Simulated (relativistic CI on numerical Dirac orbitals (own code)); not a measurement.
A reference radial Dirac CI calculation of Ca gave the lowest total energy -679.38508 Ha in 20 SCF steps, from this input:

```
atom Ca  Z=20  charge=0  electrons=20
nucleus A=40  rms_radius_fm=3.4776
hamiltonian dirac-coulomb  breit=on  qed=on  c_scale=1
orbitals kli  potential=per-configuration
slater_scale 1
correlation none
mixing on
grid step=0.0125 r_max=149
scf mixing=0.4 start=green max_iterations=150 tolerance=2e-08 node_fill=0.05
configurations
  [Ar] 4s2
  [Ar] 4s 4p
end
```

One setting was then changed (and the iteration limit cut to 52), and the output read:

```
SCF 1: [Ar] 4s2
 iter      energy (Ha)   residual   last orbital (Ha)
    1      -695.675994   5.28e-01     -0.18488
    2      -696.141650   2.54e-01     -0.19114
    3      -696.284636   2.31e-02     -0.19937
    4      -696.287606   5.42e-03     -0.20006
    5      -696.287996   4.52e-04     -0.19917
    6      -696.287999   2.78e-04     -0.19921
    7      -696.288012   1.58e-05     -0.19929
    8      -696.288013   2.48e-06     -0.19929
    9      -696.288013   1.86e-07     -0.19929
   10      -696.288013   5.56e-09     -0.19929
SCF 2: [Ar] 4s 4p
 iter      energy (Ha)   residual   last orbital (Ha)
    1      -695.605218   5.21e-01     -0.10710
    2      -696.073493   2.52e-01     -0.11647
    3      -696.218855   2.29e-02     -0.12687
    4      -696.221266   5.14e-03     -0.12761
    5      -696.221644   2.55e-04     -0.12748
    6      -696.221642   1.87e-04     -0.12754
    7      -696.221652   8.38e-06     -0.12770
    8      -696.221653   7.06e-07     -0.12771
    9      -696.221653   2.50e-07     -0.12771
   10      -696.221652   9.75e-09     -0.12771
orbital energies (Ha): 1s -149.3645  2s -16.1548  2p1/2 -13.1049  2p3/2 -12.2050  3s -1.8615  3p1/2 -1.1278  3p3/2 -1.0369  4s -0.1993
configuration averages (Ha): Dirac-Coulomb, Breit, QED
  4s2                           -696.288013    1.231749    0.202068
  4s 4p                         -696.221652    1.231705    0.202002
levels: no., configuration, term, J, E (cm-1), weight
   1 4s2                    1S   0                0.0  1.00
   2 4s 4p                  3P*  0             9713.6  1.00
   3 4s 4p                  3P*  1            10047.4  1.00
   4 4s 4p                  3P*  2            10714.4  1.00
   5 4s 4p                  1P*  1            27018.0  1.00
lowest total energy -694.854196 Ha
end: converged
```

(1) Which setting was changed?
A. speed of light
B. SCF mixing
C. start potential
D. SCF tolerance

Answers

(1) A. The speed of light × 0.4. This setting is bad on purpose; its numbers may not be properties of the ion.
